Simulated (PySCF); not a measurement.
**Potential energy of KI⁻ along the bond**

Set-up: K def2-SVPD, I def2-SVPD with ECP28; scalar-relativistic core potentials (PySCF 2.14). Energies in eV from K + I⁻ in their ground configurations at the same level. State: ²Σ⁺ (doublet), unpaired electrons σ ↑.

```tsv
R (Å)	UHF-CCSD(T)	UHF-SCS-MP2	r²SCAN
2.837		-0.5495	-0.6560
2.969	-0.7835	-0.7777	-0.8514
3.101	-0.9100	-0.9044	-0.9522
3.200	-0.9594	-0.9537	-0.9857
3.299	-0.9813	-0.9754	-0.9948
3.398	-0.9834	-0.9771	-0.9860
3.530	-0.9645	-0.9580	-0.9562
3.695	-0.9190	-0.9121	-0.9013
3.893	-0.8472	-0.8403	-0.8230
4.157		-0.7353	-0.7143
```

Task: Put a parabola through the three lowest points of the UHF-CCSD(T) curve and estimate Re, k and ωe (reduced mass 29.81 u; 1 eV/Å² = 0.16022 mdyn/Å; ωe = 1302.8·√(k/μ) cm⁻¹).

Result: Through R = 3.299, 3.398, 3.53 Å the second-order coefficient is 0.712 eV/Å², so Re ≈ 3.363 Å, k ≈ 0.228 mdyn/Å and ωe ≈ 114 cm⁻¹. A polynomial fit of higher order to the unrounded UHF-CCSD(T) energies gives Re = 3.359 Å, k = 0.265 mdyn/Å, ωe = 123 cm⁻¹; anharmonicity and rounding make the difference.

The higher-order fit for each curve: UHF-CCSD(T): Re = 3.359 Å, ωe = 123 cm⁻¹, De = 0.98 eV; UHF-SCS-MP2: Re = 3.358 Å, ωe = 123 cm⁻¹, De = 0.98 eV; r²SCAN: Re = 3.294 Å, ωe = 128 cm⁻¹, De = 0.99 eV.

Correlated steps freeze 9 core orbitals. Correlated levels converge slowly with the basis: in double zeta they bind strong bonds too weakly, by up to about 1 eV, and carry superposition errors of some tenths. Spin–orbit coupling is left out. For an ion De counts to the pair picked by the measured ionisation energies or electron affinities, which need not be the lowest pair at this level. The highest Kohn–Sham level is positive in this anion. Much of that is self-interaction error, but it also means that the finite basis helps to hold the extra electron. The state is the lowest determinant that a PBE0 search found; another state may lie lower at other levels.
